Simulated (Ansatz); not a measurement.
System: sum formula SnH₂Cl₂, charge 0, multiplicity 1. 
Geometry from a B3LYP-D3(BJ)/def2-TZVP (Ansatz, a program for electronic structure) optimisation:
SMILES: [Cl][SnH2][Cl]
```xyz
5

Cl    -1.8434     0.9288    -0.0368
Sn    -0.0184    -0.5309     0.0341
Cl     1.9031     0.7968    -0.0742
H     -0.0661    -1.4890    -1.3687
H     -0.0304    -1.3027     1.5482
```

Wanted: atomisation energy (electronic, to ground-state atoms), in kcal/mol. Correlated levels leave the core frozen unless marked. UHF or UKS for open shells. Spin-orbit coupling is left out. Frozen are the shells of the preceding noble gas and the d and f shells that filled before the atom's block. In def2 rows, elements after Kr have scalar-relativistic effective core potentials. The coupled-cluster limit lacks core correlation, which all-electron functionals hold. Basis-set limits of correlation are two-point, X^-3; Hartree-Fock from the larger set.

```csv
level,program,atomisation energy (kcal/mol)
HSE06/def2-TZVPD,Ansatz,284.3
CAM-B3LYP/def2-TZVPD,Ansatz,___
PBE-QIDH/def2-TZVPD,Ansatz,286.6
RPA@PBE/def2-QZVPP,Ansatz,___
"CCSD(T)/CBS(def2-TZVPPD,def2-QZVPPD)",Ansatz,294.1
```

Fill in the missing entries.


- CAM-B3LYP/def2-TZVPD, atomisation energy (kcal/mol): 283.3
- RPA@PBE/def2-QZVPP, atomisation energy (kcal/mol): 266.9
